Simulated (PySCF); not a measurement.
C3H8FNSi, SMILES CC/N=C/[SiH2]F. The structure is a stationary point at PBE-D3(BJ)/def2-SVP. The structure was generated by enumeration; whether it is a known compound was not checked. Other conformers were not sampled.

### Question
Give the equilibrium geometry at PBE-D3(BJ)/def2-SVP (PySCF confirms it by a frequency run) as a Z-matrix. (The exact figures need the calculation; the answer reports its results.)

### Answer
One answer among several that fit: 
```
N
C 1 1.2815
H 2 1.1251 1 122.09
C 1 1.4507 2 119.69 3 0.63
H 4 1.1131 1 107.03 2 -119.16
H 4 1.1201 5 107.30 1 -120.22
C 4 1.5297 5 108.95 6 -119.96
H 7 1.1079 4 110.56 5 -62.55
H 7 1.1080 8 108.61 4 -121.57
H 7 1.1086 8 107.89 9 -117.05
Si 2 1.8901 3 123.14 1 -179.82
F 11 1.6445 2 109.15 3 -1.02
H 11 1.5001 12 108.25 2 119.82
H 11 1.5003 13 110.94 12 -118.53
```
Charge 0, spin multiplicity 1.
